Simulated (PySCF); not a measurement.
C3BCl2F3.
Atom-mapped SMILES: `[F:1][C:2]([F:3])([F:4])[C:5]#[C:6][B:7]([Cl:8])[Cl:9]`

Geometry (PBE0-D3(BJ)/def2-SVP, Å), atoms numbered from 1 in this order:
```
atom  x, y, z in Å
F1    -2.1817   -1.4150    0.6681
C2    -1.8707   -0.2863    0.0368
F3    -2.3598   -0.3568   -1.1976
F4    -2.4717    0.7193    0.6657
C5    -0.4144   -0.0754    0.0098
C6     0.7857    0.1098   -0.0190
B7     2.2885    0.3406   -0.0523
Cl8    2.9694    1.4099   -1.2465
Cl9    3.3141   -0.4635    1.1027
```

Lines to be assigned: B 1s: 199.14 eV; C 1s: 291.70 (area 1), 291.90 (area 1), 299.50 (area 1) eV; F 1s: 694.46 eV; Cl 1s: 2829.56 eV; Cl 2p3/2: 206.97 eV.

Level of theory: PySCF, delta-SCF UKS SCAN, pcX-2 on the ionised atom, pcseg-1 elsewhere, spin-free X2C. Isolated species at its PBE0-D3(BJ)/def2-SVP geometry, gas phase.

Question: Assign the C 1s lines to atoms.

Answer: 291.70 eV: C6 (alkyne carbon); 291.90 eV: C5 (alkyne carbon); 299.50 eV: C2 (CF3 carbon). The listed C 1s values span 7.80 eV, from C6 (bonded to C (triple bond) and B) to C2 (bonded to 3 F and C).

Bonded neighbours of each site: F1/F3/F4: C; C2: 3 F and C; C5: C (triple bond) and C; C6: C (triple bond) and B; B7: 2 Cl and C; Cl8/Cl9: B.

Question: Which photon wavelength matches the Cl 1s of Cl8/Cl9 threshold?

Answer: λ = hc/E = 12398.42 eV Å / 2829.56 eV = 4.382 Å.

Topologically equivalent atoms share the value of their first member; where this conformer doesn't relate them by symmetry, their own values could differ. Spin contamination (⟨S²⟩ against 0.75 for a pure doublet) is marked for C 1s of C5 (0.85) and C 1s of C6 (0.86), which makes these values less certain. Spin–orbit coupling isn't in the SCF: each 2p doublet comes from a relaxed spin-free hole plus a matrix of the shell (mean-field spin–orbit coupling and the ground-state 2p splitting), with 2p3/2 averaged over its two sublevels. 2p1/2 minus 2p3/2 (ligand field included): Cl 1.65 eV.

Hardware: an Arm Neoverse N1 with one thread, no GPU, shared host with 64 logical CPUs at a one-minute load of 58. Cost: 81 s wall, 0.59 GiB resident at most.
